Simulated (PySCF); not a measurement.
CH4Cl2OSi2, SMILES Cl[Si]1(Cl)CO[SiH2]1. Geometry: PBE0-D3(BJ)/def2-SVP. This is a generated structure with no PubChem entry under its InChIKey; it may be hypothetical.

Computed equilibrium geometry at PBE0-D3(BJ)/def2-SVP (PySCF confirms it by a frequency run) as a Z-matrix, and its point group:
point group Cs.
```
Si
C 1 1.9183
H 2 1.1034 1 113.98
H 2 1.1034 3 108.28 1 -127.99
O 2 1.4321 3 110.76 4 -121.63
Si 5 1.6976 2 110.10 3 -119.92
H 6 1.4918 5 112.85 2 117.74
H 6 1.4918 7 109.30 5 -126.45
Cl 1 2.0643 2 114.71 3 -125.61
Cl 1 2.0643 2 114.71 3 0.60
```
Charge 0, spin multiplicity 1.
